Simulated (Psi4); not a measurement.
C₄H₁₀O₂, charge -1, doublet, at the geometry of the source list (a state made from the parent by changing its charge; the spin is typed, not shown lowest) (a gas-phase anion, which may not be bound at this level); PBE0/3-21G (Psi4).

Here is a job for Psi4.
```
memory 2 GB

molecule mol {
-1 2
C     2.540900    0.444400   -0.008200
O     1.371000   -0.189800    0.435800
C     0.227600    0.170200   -0.311200
C    -0.973100   -0.566900    0.290400
C    -2.257100   -0.243000   -0.461300
O    -1.141400   -0.195200    1.639500
H     2.455200    1.535400    0.069300
H     3.346600    0.094800    0.633800
H     2.762000    0.183600   -1.050400
H     0.064200    1.257100   -0.250400
H     0.356900   -0.106400   -1.367600
H    -0.767400   -1.649000    0.231400
H    -2.455400    0.823400   -0.403200
H    -2.171600   -0.539500   -1.502400
H    -3.085100   -0.773700   -0.002300
H    -0.273400   -0.245600    2.056700
}

set {
  basis 3-21g
  reference uks
}

energy('pbe0')
print_variables()
```

What does Psi4 print? Leave out banner, timings and long lists.


```
   => Loading Basis Set <=

    Name: 3-21G
    Role: ORBITAL
    Keyword: BASIS

         ---------------------------------------------------------
                                   SCF
               by Justin Turney, Rob Parrish, Andy Simmonett
                          and Daniel G. A. Smith
                              UKS Reference
         ---------------------------------------------------------

  ==> Geometry <==

    Molecular point group: c1
    Full point group: C1

    Geometry (in Angstrom), charge = -1, multiplicity = 2:

       Center              X                  Y                   Z               Mass
    ------------   -----------------  -----------------  -----------------  -----------------
         C            2.559043522143     0.532300206887    -0.293685634607    12.000000000000
         O            1.389143522143    -0.101899793113     0.150314365393    15.994914619570
         C            0.245743522143     0.258100206887    -0.596685634607    12.000000000000
         C           -0.954956477857    -0.478999793113     0.004914365393    12.000000000000
         C           -2.238956477857    -0.155099793113    -0.746785634607    12.000000000000
         O           -1.123256477857    -0.107299793113     1.354014365393    15.994914619570
         H            2.473343522143     1.623300206887    -0.216185634607     1.007825032230
         H            3.364743522143     0.182700206887     0.348314365393     1.007825032230
         H            2.780143522143     0.271500206887    -1.335885634607     1.007825032230
         H            0.082343522143     1.345000206887    -0.535885634607     1.007825032230
         H            0.375043522143    -0.018499793113    -1.653085634607     1.007825032230
         H           -0.749256477857    -1.561099793113    -0.054085634607     1.007825032230
         H           -2.437256477857     0.911300206887    -0.688685634607     1.007825032230
         H           -2.153456477857    -0.451599793113    -1.787885634607     1.007825032230
         H           -3.066956477857    -0.685799793113    -0.287785634607     1.007825032230
         H           -0.255256477857    -0.157699793113     1.771214365393     1.007825032230

  Running in c1 symmetry.

  Rotational constants: A =      0.26179  B =      0.06387  C =      0.05495 [cm^-1]
  Rotational constants: A =   7848.19277  B =   1914.85124  C =   1647.25162 [MHz]
  Nuclear repulsion =  261.337094592848359

  Charge       = -1
  Multiplicity = 2
  Electrons    = 51
  Nalpha       = 26
  Nbeta        = 25

  ==> Algorithm <==

  SCF Algorithm Type is DF.
  DIIS enabled.
  MOM disabled.
  Fractional occupation disabled.
  Guess Type is SAD.
  Energy threshold   = 1.00e-06
  Density threshold  = 1.00e-06
  Integral threshold = 1.00e-12

  ==> Primary Basis <==

  Basis Set: 3-21G
    Blend: 3-21G
    Number of shells: 50
    Number of basis functions: 74
    Number of Cartesian functions: 74
    Spherical Harmonics?: false
    Max angular momentum: 1

  ==> DFT Potential <==

   => LibXC <=

    Version 7.1.2
    S. Lehtola, C. Steigemann, M. J. T. Oliveira, and M. A. L. Marques,  SoftwareX 7, 1–5 (2018) (10.1016/j.softx.2017.11.002)

   => Composite Functional: PBE0 <=

    PBE0 Hyb-GGA Exchange-Correlation Functional

    C. Adamo and V. Barone,  J. Chem. Phys. 110, 6158 (1999) (10.1063/1.478522)
    M. Ernzerhof and G. E. Scuseria,  J. Chem. Phys. 110, 5029 (1999) (10.1063/1.478401)

    Deriv               =              1
    GGA                 =           TRUE
    Meta                =          FALSE

    Exchange Hybrid     =           TRUE
    MP2 Hybrid          =          FALSE

   => Exchange Functionals <=

    0.7500   Perdew, Burke & Ernzerhof

   => Exact (HF) Exchange <=

    0.2500               HF

   => Correlation Functionals <=

    1.0000   Perdew, Burke & Ernzerhof

   => LibXC Density Thresholds  <==

    XC_HYB_GGA_XC_PBEH:  1.00E-15

   => Molecular Quadrature <=

[...]
   -------------------------
    Total      74      74
   -------------------------

  ==> Iterations <==

                           Total Energy        Delta E     RMS |[F,P]|

   @DF-UKS iter SAD:  -306.08791652367739   -3.06088e+02   0.00000e+00
   @DF-UKS iter   1:  -306.27787555945991   -1.89959e-01   1.14872e-02 ADIIS/DIIS
   @DF-UKS iter   2:  -306.16550760866733    1.12368e-01   1.35445e-02 ADIIS/DIIS
   @DF-UKS iter   3:  -306.62483376436654   -4.59326e-01   2.22280e-03 ADIIS/DIIS
   @DF-UKS iter   4:  -306.63701352503813   -1.21798e-02   7.14545e-04 ADIIS/DIIS
   @DF-UKS iter   5:  -306.63848039175093   -1.46687e-03   1.84994e-04 ADIIS/DIIS
   @DF-UKS iter   6:  -306.63872589403155   -2.45502e-04   9.82015e-05 DIIS
   @DF-UKS iter   7:  -306.63890562506595   -1.79731e-04   5.75664e-05 DIIS
   @DF-UKS iter   8:  -306.63904957351417   -1.43948e-04   2.76833e-05 DIIS
   @DF-UKS iter   9:  -306.63908890965030   -3.93361e-05   1.69481e-05 DIIS
   @DF-UKS iter  10:  -306.63910026935810   -1.13597e-05   6.41865e-06 DIIS
   @DF-UKS iter  11:  -306.63910089829523   -6.28937e-07   2.93470e-06 DIIS
   @DF-UKS iter  12:  -306.63910104072113   -1.42426e-07   1.08755e-06 DIIS
   @DF-UKS iter  13:  -306.63910104889408   -8.17295e-09   4.28978e-07 DIIS
  Energy and wave function converged.

  ==> Post-Iterations <==

   Electrons on quadrature grid:
      Nalpha   =   26.0000197196 ; deviation = 1.972e-05
      Nbeta    =   25.0000017983 ; deviation = 1.798e-06
      Ntotal   =   51.0000215179 ; deviation = 2.152e-05

   @Spin Contamination Metric:   1.478068602E-03
   @S^2 Expected:                7.500000000E-01
   @S^2 Observed:                7.514780686E-01
   @S   Expected:                5.000000000E-01
   @S   Observed:                5.000000000E-01

    Orbital Energies [Eh]
    ---------------------

    Alpha Occupied:

[...]
    Alpha Virtual:

[...]
    Beta Occupied:

[...]
      25A     -0.047727

    Beta Virtual:

[...]
      74A      3.392824

    Final Occupation by Irrep:
              A
    DOCC [    25 ]
    SOCC [     1 ]
    NA   [    26 ]
    NB   [    25 ]

  @DF-UKS Final Energy:  -306.63910104889408

   => Energetics <=

    Nuclear Repulsion Energy =            261.3370945928483593
    One-Electron Energy =                -944.9792680064839487
    Two-Electron Energy =                 409.2540239274082410
    DFT Exchange-Correlation Energy =     -32.2509515626666499
    Empirical Dispersion Energy =           0.0000000000000000
    VV10 Nonlocal Energy =                  0.0000000000000000
    Total Energy =                       -306.6391010488940765

  UHF NO Occupations:
  HONO-2 :   24  A 1.9998326
  HONO-1 :   25  A 1.9997264
  HONO-0 :   26  A 1.0000000
  LUNO+0 :   27  A 0.0002736
  LUNO+1 :   28  A 0.0001674
  LUNO+2 :   29  A 0.0001112
  LUNO+3 :   30  A 0.0000638

Computation Completed

Properties will be evaluated at   0.000000,   0.000000,   0.000000 [a0]

Properties computed using the SCF density matrix

 Multipole Moments:

 ------------------------------------------------------------------------------------
     Multipole            Electronic (a.u.)      Nuclear  (a.u.)        Total (a.u.)
 ------------------------------------------------------------------------------------

 L = 1.  Multiply by 2.5417464519 to convert [e a0] to [Debye]
 Dipole X            :         -0.8454493            0.3888605           -0.4565888
 Dipole Y            :         -1.5894216            1.3668585           -0.2225631
 Dipole Z            :          4.2642868           -4.1550953            0.1091915
 Magnitude           :                                                    0.5195483

 ------------------------------------------------------------------------------------

  Variable Map:
  ----------------------------------------------------------------------------
[...]
  Array Variable Map:
  ----------------------------------------------------------------------------
[...]
[...]
```
